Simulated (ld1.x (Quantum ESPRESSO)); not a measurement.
## Bi (Z = 83) RRKJ: all-electron and pseudo phase curves

| Quantity | Value |
| --- | --- |
| Element | bismuth |
| Generator | ld1.x (Quantum ESPRESSO) 7.5 |
| Type | norm-conserving RRKJ (Kleinman–Bylander form) |
| Functional | revPBE |
| Relativity | scalar-relativistic |
| Frozen core | [Xe] 4f14 5d10 |
| Valence charge | 5 |
| Reference configuration | 6s2 6p2 (charge +1) |
| Partial waves | 6p (bound): rc 1.95 bohr; 6s (bound): rc 1.50 bohr |
| Local potential | the s channel |
| Core correction | none |

The phase is arctan(r·u′/u) with u = r·R(r), unwrapped; energies in Ry, scanned from -4 to 5 Ry. A pole is an energy at which the radial function vanishes at the test radius. The pseudo phase is shifted by a multiple of π to meet the all-electron one at the reference energy, and phase errors are pseudo minus all-electron; the curves can meet again beyond the range given. Levels narrower than the energy grid can be missing from the lists of poles.

```tsv
channel	radius (bohr)	reference energy (Ry)	poles, all-electron	poles, pseudo	unbroken range about the reference energy with phases within 0.05 rad	phase error 1 Ry above the reference energy (rad)
s	2.14	-1.62	1.42	0.58, 3.68	below 0.3	-0.016
p	2.14	-0.83	4.00	3.47	the whole range	-0.018
```

Note: ghost state, extra bound levels that the all-electron valence spectrum of the same l lacks: d at -5.0 eV. A true bound ghost makes a file unfit for plane-wave use.

Phases in the p channel:

```csv
E (Ry),all-electron,pseudo
-4.00,1.280,1.270
-3.52,1.249,1.240
-3.04,1.208,1.200
-2.56,1.152,1.145
-2.08,1.069,1.063
-1.60,0.936,0.932
-1.12,0.696,0.695
-0.64,0.239,0.238
-0.16,-0.418,-0.429
0.32,-0.901,-0.921
0.80,-1.156,-1.178
1.28,-1.298,-1.320
1.76,-1.386,-1.409
2.24,-1.446,-1.470
2.72,-1.490,-1.516
3.20,-1.525,-1.553
3.68,-1.554,-1.584
4.16,-1.579,-1.612
4.64,-1.601,-1.639
```
